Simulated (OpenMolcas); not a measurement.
Multiconfigurational calculation on Pd3+

Pd3+ among 6 point charges of -1.1 e arranged as a tetragonal octahedron (D4h), 1.92 Å from the ion, with the axial distance 1.747 Å. With inversion symmetry the input lists one of each pair of outer charges.

Input:

```
&GATEWAY
Coord
1

Pd 0.0 0.0 0.0
Basis=ANO-RCC-VDZP
Group=XYZ
NoMove
AngMom=0.0 0.0 0.0
AMFI
XField
3 Angstrom 0
1.920000 0.000000 0.000000 -1.100000
0.000000 1.920000 0.000000 -1.100000
0.000000 0.000000 1.747200 -1.100000
&SEWARD
&RASSCF
FileOrb=start.orb
Symmetry=1
Spin=4
nActEl=7 0 0
Inactive=9 9
Ras2=5 0
CIRoot=10 10 1
SDav=10
CIMx=300
Iter=120 100
PrWF=0.3
OrbListing=Nothing
MaxOrb=0
>>> COPY $Project.JobIph JOB001
&RASSCF
FileOrb=start.orb
Symmetry=1
Spin=2
nActEl=7 0 0
Inactive=9 9
Ras2=5 0
CIRoot=40 40 1
SDav=40
CIMx=300
Iter=120 100
PrWF=0.3
OrbListing=Nothing
MaxOrb=0
>>> COPY $Project.JobIph JOB002
&RASSI
NrOfJobIphs=2 10 40
1 2 3 4 5 6 7 8 9 10
1 2 3 4 5 6 7 8 9 10 11 12 13 14 15 16 17 18 19 20 21 22 23 24 25 26 27
28 29 30 31 32 33 34 35 36 37 38 39 40
IphNames
JOB001
JOB002
EJob
SpinOrbit
DIPRint=1.0
SOCoupling=1000.0
Subsets=2
Property=9
'ANGMOM' 1 'ANGMOM' 2 'ANGMOM' 3 'MLTPL  1' 1 'MLTPL  1' 2 'MLTPL  1' 3
'AMFI' 1 'AMFI' 2 'AMFI' 3
SOProperty=3
'ANGMOM' 1 'ANGMOM' 2 'ANGMOM' 3
```

Launched by
```bash
OMP_NUM_THREADS=1 MOLCAS_MEM=1689 MOLCAS_PROJECT=a pymolcas a.inp > a.log  # once for each step of the input, in one work folder
```

A driver script runs the steps one by one and writes start.orb anew before each from the orbitals found so far.

Output, cut to the results:

```
--- SEWARD ---
Basis set label: PD.ANO-RCC...6S5P3D1F.

      Electronic valence basis set:
      ------------------
      Associated Effective Charge  46.000000 au
      Associated Actual Charge     46.000000 au
      Nuclear Model: Point charge

      Shell  nPrim  nBasis  Cartesian Spherical Contaminant
         s      21       6        X
         p      18       5        X
         d      13       3                 X
         f       6       1                 X
                  Relativistic Douglas-Kroll-Hess integrals:
                    - DKH order of Hamiltonian: 2
                    - DKH order of Properties : 0
                  Atomic mean-field integrals
--- RASSCF ---
Wave function specifications:
      -----------------------------

      Number of closed shell electrons          36
      Number of electrons in active shells       7
      Max number of holes in RAS1 space          0
      Max nr of electrons in RAS3 space          0
      Number of inactive orbitals               18
      Number of active orbitals                  5
      Number of secondary orbitals              20
      Spin quantum number                      1.5
      State symmetry                             1
Orbital specifications:
      -----------------------

      Symmetry species                           1   2
                                                ag  au
      Frozen orbitals                            0   0
      Inactive orbitals                          9   9
      Active orbitals                            5   0
      RAS1 orbitals                              0   0
      RAS2 orbitals                              5   0
      RAS3 orbitals                              0   0
      Secondary orbitals                         7  13
      Deleted orbitals                           0   0
      Number of basis functions                 21  22
      Number of CSFs                            10
      Number of root(s) required                10
      Iter CI   SX   CI       RASSCF       Energy    max ROT     max BLB   max BLB  Level Ln srch  Step   QN
          iter iter root      energy       change     param      element    value   shift minimum  type update
 Nr of preliminary CI iterations:   1
      Total energies have been shifted. Add                -5000.00 au
        1   1    7    0   -45.04226314    0.00E+00   1.93E-01*  12  19 1  5.65E-01*  0.00   0.00    SX    NO
        2   1    8    0   -45.45960293   -4.17E-01*  3.37E-02    7  13 2  2.14E-01*  0.17   0.00    SX    NO
        3   1    7    0   -45.48219827   -2.26E-02*  1.87E-02   12  19 1  4.25E-02*  0.09   0.00    SX    NO
        4   1    7    0   -45.48471212   -2.51E-03*  7.36E-03    7  13 2  2.20E-02*  0.13   0.00    SX    NO
        5   1    7    0   -45.48518022   -4.68E-04*  2.14E-03    9  15 2 -8.53E-03*  0.11   0.71    QN   YES
        6   1    5    0   -45.48528087   -1.01E-04* -2.07E-04   12  15 1  2.17E-04*  0.12   1.01    QN   YES
        7   1    5    0   -45.48528101   -1.43E-07* -8.93E-05   12  15 1  7.79E-05   0.12   1.43    LS   YES
        8   1    5    0   -45.48528102   -1.42E-08*  2.17E-05   12  19 1 -4.14E-05   0.12   1.00    QN   YES
        9   1    4    0   -45.48528103   -2.68E-09   5.36E-06   12  19 1 -8.11E-06   0.12   1.18    QN   YES
      Convergence after  9 iterations
       10   1    4    0   -45.48528103   -1.03E-10   5.36E-06    9  12 2  7.14E-07   0.12   1.18    QN   YES
      Natural orbitals and occupation numbers for root  1
      sym 1:   1.941206   1.941206   1.058794   1.000000   1.058794
      Natural orbitals and occupation numbers for root  2
      sym 1:   1.941206   1.941206   1.058794   1.000000   1.058794
      Natural orbitals and occupation numbers for root  3
      sym 1:   1.165627   1.834373   1.000000   1.834373   1.165627
::    RASSCF root number  1 Total energy:  -5045.52619689
::    RASSCF root number  2 Total energy:  -5045.52619689
::    RASSCF root number  3 Total energy:  -5045.52107293
::    RASSCF root number  4 Total energy:  -5045.50221248
::    RASSCF root number  5 Total energy:  -5045.50221248
::    RASSCF root number  6 Total energy:  -5045.49639353
::    RASSCF root number  7 Total energy:  -5045.47127893
::    RASSCF root number  8 Total energy:  -5045.44898069
::    RASSCF root number  9 Total energy:  -5045.42913272
::    RASSCF root number 10 Total energy:  -5045.42913272
--- RASSCF ---
Wave function specifications:
      -----------------------------

...
--- RASSI ---
SPIN-FREE ENERGIES:
  (Shifted by EMIN (a.u.) =      -5045.5261968895)

 SF State       Relative EMIN(au)   Rel lowest level(eV)    D:o, cm**(-1)      L_eff

     1             0.0000000000        0.0000000000              0.0000         3.0
     2             0.0000000000        0.0000000000              0.0000         3.0
     3             0.0051239621        0.1394301107           1124.5797         3.0
     4             0.0239844117        0.6526490894           5263.9699         3.0
     5             0.0239844117        0.6526490894           5263.9699         3.0
     6             0.0298033568        0.8109906532           6541.0807         3.0
    11             0.0546160046        1.4861771974          11986.8275         4.0
     7             0.0549179586        1.4943937839          12053.0987         3.0
    12             0.0689644246        1.8766175959          15135.9417         4.0
    13             0.0750473271        2.0421418051          16470.9845         3.9
    14             0.0769691480        2.0944372165          16892.7754         4.3
    15             0.0769691480        2.0944372165          16892.7754         4.3
     8             0.0772161999        2.1011598406          16946.9970         1.0
    16             0.0840397569        2.2868382849          18444.5947         3.9
    17             0.0840397569        2.2868382849          18444.5947         3.9
    18             0.0861670418        2.3447246567          18911.4797         4.3
    19             0.0969384508        2.6378296268          21275.5308         3.1
    20             0.0969384508        2.6378296268          21275.5308         3.1
     9             0.0970641693        2.6412506008          21303.1228         1.1
    10             0.0970641693        2.6412506008          21303.1228         1.1
    21             0.0971192460        2.6427493160          21315.2107         4.0
...
```

Spin-orbit levels above the lowest (labels of D4, the rotations of D4h):

```tsv
E (cm-1)	Degeneracy	Label	2S+1	g
0.0	2	E1/2	4	2.01 2.01 9.35
893.3	2	E1/2	4	0.32 0.32 1.96
1295	2	E3/2	4	1.41 3.47 3.47
2600	2	E1/2	4	1.03 3.45 3.45
2635	2	E3/2	4	2.67 2.67 3.11
3745	2	E3/2	4	0.02 0.02 0.90
7069	2	E3/2	4	0.02 3.38 3.38
7360	2	E1/2	4	0.38 4.18 4.18
7949	2	E3/2	4	1.22 2.89 2.89
8252	2	E1/2	4	1.37 1.37 4.43
8332	2	E1/2	4	0.51 1.08 1.08
9283	2	E3/2	4	2.37 2.37 2.73
13989	2	E3/2	2	1.96 1.96 3.92
14723	2	E3/2	4	1.11 2.66 2.66
14763	2	E1/2	4	0.06 0.06 3.67
16860	2	E1/2	2	0.17 2.96 2.96
17657	2	E3/2	2 (58 %)	1.44 1.44 3.51
18314	2	E3/2	2 (67 %)	0.14 0.14 3.87
18683	2	E1/2	4 (82 %)	1.90 3.15 3.15
18882	2	E1/2	2	0.01 0.01 2.90
```

An orbital doublet at a regular site is open to a Jahn-Teller distortion, which this geometry leaves out. Without dynamic correlation the repulsion within the d shell is too large (B by tens of per cent), so at a given field states of lower spin stand too high. This shell can be high or low spin here, a state of another spin lies low, and with metal d orbitals alone active their balance is uncertain, so the ground spin may be wrong. Point charges give a weaker field than real ligands, and real ions of this kind are as a rule low spin; the high spin found here belongs to the model. This is an electrostatic model: the charges have no orbitals. No measured value stands beside these numbers.

The RASSCF and RASSI steps took 10 s on 1 thread of Arm Neoverse V1, on a shared host; the integral step is not counted.
